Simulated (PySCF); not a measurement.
Basis-set dependence of SbCl⁺ at CCSD(T)

PySCF, UHF reference; doublet, unpaired electrons π ↑; De to Sb⁺ + Cl without counterpoise correction. Frozen cores follow the default of each basis and core potential.

```json
{"basis": "def2-SVP", "relativity": "scalar-relativistic core potentials", "functions": "44", "Re (Å)": "2.290", "ωe (cm⁻¹)": "433", "De (eV)": "2.93", "frozen orbitals": "9"}
{"basis": "cc-pVDZ-PP/cc-pV(D+d)Z", "relativity": "scalar-relativistic core potentials", "functions": "46", "Re (Å)": "2.282", "ωe (cm⁻¹)": "429", "De (eV)": "2.86", "frozen orbitals": "9"}
{"basis": "def2-TZVPPD", "relativity": "scalar-relativistic core potentials", "functions": "107", "Re (Å)": "2.242", "ωe (cm⁻¹)": "450", "De (eV)": "3.40", "frozen orbitals": "9"}
```

(1) How does each smaller set differ from the one with most functions, def2-TZVPPD?

Correlated steps freeze 9 core orbitals. Correlated levels converge slowly with the basis: in double zeta they bind strong bonds too weakly, by up to about 1 eV, and carry superposition errors of some tenths. Spin–orbit coupling is left out, which matters for elements this heavy, above all for dissociation energies. For an ion De counts to the pair picked by the measured ionisation energies or electron affinities, which need not be the lowest pair at this level. The state is the lowest determinant that a PBE0 search found; another state may lie lower at other levels.

Results:

(1) def2-SVP: +4.8 pm, -3.8 % in ωe, -0.47 eV in De; cc-pVDZ-PP/cc-pV(D+d)Z: +4.0 pm, -4.7 % in ωe, -0.54 eV in De. All at CCSD(T); the set with most functions is neither the basis-set limit nor always the best.
